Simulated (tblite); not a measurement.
C₁₁H₁₂.
Structure used (GFN2-xTB), in Å, numbered top down from 1:
```xyz
23
C11H12 angstrom
C      2.818   -0.773   -0.499
C      2.203   -0.157    0.760
C      0.919    0.537    0.441
C      0.719    1.854    0.293
C     -0.703    2.162   -0.066
C     -1.321    0.799   -0.112
C     -2.615    0.416   -0.391
C     -2.929   -0.936   -0.361
C     -1.964   -1.882   -0.049
C     -0.662   -1.504    0.234
C     -0.340   -0.157    0.196
H      2.129   -1.481   -0.954
H      3.741   -1.293   -0.255
H      3.038    0.003   -1.228
H      2.905    0.557    1.194
H      2.018   -0.945    1.494
H      1.458    2.627    0.413
H     -0.775    2.677   -1.028
H     -1.181    2.801    0.680
H     -3.372    1.150   -0.629
H     -3.937   -1.255   -0.580
H     -2.234   -2.928   -0.026
H      0.081   -2.248    0.481
```

Method: GFN2-xTB as coded in tblite; computed harmonic values from a numerical Hessian at the method's own geometry, unscaled. Against measured fundamentals such values can be off by several per cent, at times by over 20. One conformer, not necessarily the lowest.

Harmonic wavenumbers (cm⁻¹): 71.7, 100.5, 174.0, 194.0, 200.2, 257.1, 311.8, 390.6, 439.6, 454.8, 515.8, 539.1, 602.0, 663.7, 690.5, 754.4, 758.3, 792.7, 827.3, 833.6, 877.9, 900.2, 913.3, 927.5, 980.4, 1021.2, 1058.4, 1068.3, 1077.8, 1083.5, 1084.6, 1151.6, 1180.3, 1190.4, 1214.2, 1229.3, 1248.6, 1275.7, 1313.5, 1328.4, 1368.9, 1408.7, 1416.8, 1445.4, 1463.7, 1482.6, 1498.6, 1507.0, 1592.4, 1610.2, 1656.7, 2941.2, 2966.1, 2967.2, 2981.6, 3030.8, 3035.2, 3042.0, 3068.0, 3071.6, 3080.5, 3089.1, 3118.9.

A = 1944, B = 952.4, C = 678.3 MHz; mass 144.094 u (most abundant isotopes); point group C1, symmetry number 1.

What is the zero-point energy?

½Σν̃ = 42270 cm⁻¹ = 505.66 kJ/mol.

What is S at 350 K and 1 bar for an ideal gas of classical rigid rotors and harmonic oscillators?

Translation 174.18, rotation 127.21, vibration 127.90: S = 429.3 J/(mol K).

And Cp and H(350 K) − H(0)?

Cp = 197.98 J/(mol K), of which vibrations give 164.73 (their classical limit is 63 R = 523.8); H(350 K) − H(0) = 37.34 kJ/mol without the zero-point energy, 25.70 from vibrations.

What must be added to the electronic energy to get the Gibbs energy at 350 K and 1 bar?

ZPE + [H(350 K) − H(0)] − T·S = 505.66 + 37.34 − 150.25 = 392.75 kJ/mol.

How do the functions run with temperature in this model?

```csv
T (K),S (J/(mol K)),Cp (J/(mol K)),H − H(0) (kJ/mol),G − H(0) (kJ/mol),ln q(vib)
50,243.0,47.1,1.89,-10.26,0.21
100,282.6,69.5,4.81,-23.45,0.96
298.15,400.0,168.6,27.83,-91.41,5.27
373.15,442.4,210.7,42.07,-123.00,7.14
500,513.1,273.3,72.92,-183.63,10.49
750,641.7,359.8,152.93,-328.33,17.35
1000,753.2,414.5,250.19,-503.03,24.05
```

q(vib) and H(0) count from the zero-point level.

Hindered rotation and anharmonicity are outside this model. Other conformers, if any are populated, would add a mixing term that is left out. The structure is chiral; the term R ln 2 for an equal mix with its mirror image is left out.
